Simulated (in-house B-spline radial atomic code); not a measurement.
Relativistic effects in P⁵⁺, [He] 2s2 2p6: non-relativistic Hartree-Fock (point nucleus) against Dirac-Hartree-Fock (Fermi nucleus of rms radius 3.1889 fm), both averages of the configuration, computed with a B-spline radial code for spherical atoms.

```json
{"orbital": "1s1/2", "ε NR (Eh)": "-82.861", "ε Dirac (Eh)": "?", "<r> NR (bohr)": "0.1038", "<r> Dirac (bohr)": "?", "change of <r> (%)": "?"}
{"orbital": "2s1/2", "ε NR (Eh)": "-10.252", "ε Dirac (Eh)": "-10.294", "<r> NR (bohr)": "0.5134", "<r> Dirac (bohr)": "0.5115", "change of <r> (%)": "-0.4"}
{"orbital": "2p1/2", "ε NR (Eh)": "-8.1669", "ε Dirac (Eh)": "-8.1936", "<r> NR (bohr)": "0.4784", "<r> Dirac (bohr)": "0.4765", "change of <r> (%)": "-0.4"}
{"orbital": "2p3/2", "ε NR (Eh)": "-8.1669", "ε Dirac (Eh)": "?", "<r> NR (bohr)": "0.4784", "<r> Dirac (bohr)": "?", "change of <r> (%)": "?"}
```

(1) What happens to 2p3/2?

(2) What happens to 1s1/2?

(3) What explains the pattern of contraction and expansion?

(4) By how much does the total energy change?

## Answers

(1) Its energy goes to -8.1578 hartree and <r> to 0.4785 bohr (+0.02 %).

(2) Its energy goes to -83.106 hartree and <r> to 0.1034 bohr (-0.38 %).

(3) The s and p1/2 orbitals contract directly, as their density near the nucleus moves at relativistic speed. Nothing expands appreciably in this ion.

(4) By -0.83697 hartree, from -334.370 to -335.207.
